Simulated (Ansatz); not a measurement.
CH4Te (SMILES C[TeH]) moved off its minimum; all values from Ansatz (a first-principles code), cores frozen in correlated methods. Elements past Kr take the def2 small-core potentials, without spin–orbit coupling.
(charge 0, multiplicity 1)
```xyz
6

Te    -0.02809     0.33994     0.16936
H     -0.38649     1.54247    -0.82868
C      0.06746    -1.56481    -1.12288
H      0.71953    -1.28260    -1.82781
H     -0.96826    -1.54666    -1.56753
H      0.03446    -2.34357    -0.60706
```

Forces at wB97M-V/def2-TZVPP (eV/Å):

| atom | Fx | Fy | Fz |
|---|---|---|---|
| Te1 | 0.488 | -1.948 | 0.944 |
| H2 | -0.256 | 0.268 | -1.069 |
| C3 | -5.045 | 8.056 | -2.398 |
| H4 | 2.749 | -0.013 | -2.273 |
| H5 | 1.056 | 0.122 | 0.087 |
| H6 | 1.008 | -6.486 | 4.708 |

### Question
Give the forces (eV/Å), the total energy and the dipole at CCSD(T)/def2-TZVPPD.

### Answer

```csv
atom,Fx,Fy,Fz
Te1,0.527,-1.862,1.265
H2,-0.308,0.436,-1.212
C3,-5.080,7.886,-2.561
H4,2.850,0.000,-2.337
H5,0.957,0.146,0.046
H6,1.054,-6.607,4.799
```
Energy -307.5289 hartree, dipole 1.33 D.
